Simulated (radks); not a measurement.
Task: All-electron atom: Ce+ in [Xe] 4f1 5d2 (the NIST ground configuration). All-electron calculation, Dirac Kohn-Sham, LB94 model potential, spin-unpolarised, spherical densities, finite nucleus; open shells fill j = l - 1/2 first; Fermi nuclear charge, rms radius 4.8771 fm. Program: a radial shooting solver on a logarithmic mesh with Libxc functionals. Some entries of the table are withheld. Estimate them.

orbital,occ.,eigenvalue (hartree),<1/r> (bohr^-1)
1s1/2,2,-1485.005,63.40
2s1/2,2,-238.4831,14.95
2p1/2,2,-225.4449,14.96
2p3/2,4,-208.8708,13.54
3s1/2,2,-51.90124,(1)
3p1/2,2,(2),(3)
3p3/2,4,(4),(5)
3d3/2,4,-33.23366,4.829
3d5/2,6,-32.53349,4.740
4s1/2,2,-10.71754,2.229
4p1/2,2,-8.65303,2.129
4p3/2,4,-7.95825,2.009
4d3/2,4,-4.55636,(6)
4d5/2,6,-4.43343,(7)
5s1/2,2,-1.82339,0.8903
5p1/2,2,(8),0.7808
5p3/2,4,(9),0.7342
4f5/2,1,-0.61264,1.263
4f7/2,0,-0.59911,1.252
5d3/2,2,-0.44052,0.4788
5d5/2,0,-0.43230,0.4700

Result: 
(1) 3s1/2 <1/r> (bohr^-1): 5.384
(2) 3p1/2 eigenvalue (hartree): -46.31062
(3) 3p1/2 <1/r> (bohr^-1): 5.307
(4) 3p3/2 eigenvalue (hartree): -43.06681
(5) 3p3/2 <1/r> (bohr^-1): 4.956
(6) 4d3/2 <1/r> (bohr^-1): 1.800
(7) 4d5/2 <1/r> (bohr^-1): 1.771
(8) 5p1/2 eigenvalue (hartree): -1.25164
(9) 5p3/2 eigenvalue (hartree): -1.14628
